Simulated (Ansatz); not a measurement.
Geometry optimisation, Ansatz, RKS B3LYP-D4/STO-3G.

input.yaml

```yaml
crystal:
  periodic: [false, false, false]
  atoms:
    - { symbol: "N", position_ang: [-0.5941, -0.2091, 2.2547] }
    - { symbol: Si, position_ang: [-0.8291, -0.5369, 0.5955] }
    - { symbol: C, position_ang: [0.1133, 0.6845, -0.4032] }
    - { symbol: O, position_ang: [1.6243, 0.5064, -0.5438] }
    - { symbol: Si, position_ang: [0.8353, 0.0001, -1.9689] }
    - { symbol: H, position_ang: [-0.12232, -0.93599, 2.68079] }
    - { symbol: H, position_ang: [-1.55637, -0.25086, 2.71025] }
    - { symbol: H, position_ang: [-2.2241, -0.3952, 0.2743] }
    - { symbol: H, position_ang: [-0.3729, -1.9126, 0.4592] }
    - { symbol: H, position_ang: [-0.2373, 1.6924, -0.4016] }
    - { symbol: H, position_ang: [1.0592, -1.4464, -2.0961] }
    - { symbol: H, position_ang: [1.2237, 0.9647, -3.0109] }
basis:
  gaussian: { orbitals: STO-3G }
hamiltonian:
  xc: b3lyp
  dispersion: d4
relax:
  f_tol: 0.015
  max_steps: 40
```

Launched with:

```bash
$ ansatz run input.yaml --threads 1 --pin off --max-ram 2048MiB --backend cpu --events-out ev --progress --plain --runs-dir out
```

Problem. Where does it end, and by what steps?

Solution. The forces met the threshold. Limits of this set-up: minimal basis. After 10 steps the energy has fallen by 0.865 eV; H6 moved furthest, 0.84 Å.

| step | energy less start (eV) | largest force component (eV/Å) | accepted |
| --- | --- | --- | --- |
| 0 | 0.0000 | 3.727 | yes |
| 1 | -0.7337 | 0.866 | yes |
| 2 | -0.7927 | 0.310 | yes |
| 3 | -0.8078 | 0.279 | yes |
| 4 | -0.8159 | 0.806 | yes |
| 5 | -0.8506 | 0.131 | yes |
| 6 | -0.8617 | 0.182 | yes |
| 7 | -0.8641 | 0.084 | yes |
| 8 | -0.8644 | 0.026 | yes |
| 9 | -0.8645 | 0.026 | yes |
| 10 | -0.8646 | 0.010 | yes |

```xyz
12
Properties=species:S:1:pos:R:3
N -0.901 -0.047 2.298
Si -0.938 -0.602 0.607
C 0.164 0.520 -0.418
O 1.660 0.245 -0.387
Si 0.978 0.046 -1.975
H 0.079 -0.118 2.674
H -1.447 -0.711 2.906
H -2.313 -0.520 0.164
H -0.497 -1.976 0.416
H -0.062 1.594 -0.276
H 0.871 -1.301 -2.486
H 1.325 1.031 -2.973
```

Whether the end is a true minimum wasn't checked by a vibrational analysis.

Time of the run: 35 s on 1 thread of Arm Neoverse V1, with other jobs on the host, peak memory 0.15 GiB.
